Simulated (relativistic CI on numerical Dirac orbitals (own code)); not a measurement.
Hyperfine structure of Ag⁴³⁺, mass number 107

Calculated at this level of theory: Dirac-Coulomb-Breit CI, orbitals from a KLI potential per configuration, a model potential for QED, unscaled Slater integrals (own radial code, finite nucleus).

CI space (outside the closed core 1s2): 2s2, 2s 2p, 2p2, 2p 3s, 2p 3p, 2s 3s, 2s 3p, 2s 3d, 2s 4s, 2s 4p, 2s 4d, 2s 4f, 3s2, 3s 3p, 3p2. Levels of other configurations are missing.

Nuclear spin I = 1/2, μ = -0.11352 μN (tables of Stone and Pyykkö). The electronic factors are computed for point nuclear moments, without core polarisation or the Bohr-Weisskopf and QED corrections.

| Level | E (10³ cm⁻¹) | A (GHz) |
| --- | --- | --- |
| 2s 2p 3P°_1 | 849.8 | -566.4 |
| 2s 2p 3P°_2 | 2310.3 | -257.4 |
| 2s 2p 1P°_1 | 2769.9 | 144 |
| 2p2 3P_1 | 3445.9 | 13.36 |
| 2p2 1D_2 | 3559.0 | -103.6 |
| 2p2 3P_2 | 5123.3 | -47.48 |
| 2s 3s 3S_1 | 32214.3 | -575.3 |
| 2s 3p 3P°_1 | 32566.2 | -488.2 |

Levels with J = 0, under 50 % of one LS term, or S terms without an open s electron are left out. Small factors come from cancelling terms and can be off by tens of per cent or more.

At this charge energies of transitions that change n are usually good to better than 1 %, and those within a shell (Δn = 0) to a few per cent.

Problem. Give the hyperfine levels of 2s 2p 3P°_1 relative to its centre of gravity.

Solution. With K = F(F + 1) − I(I + 1) − J(J + 1), E = AK/2: F = 1/2: 566.4, F = 3/2: -283.2 GHz.

LS names give the leading component of a level, which can be under half, so a name can repeat, a term be missing and a line seem to break the LS rules.
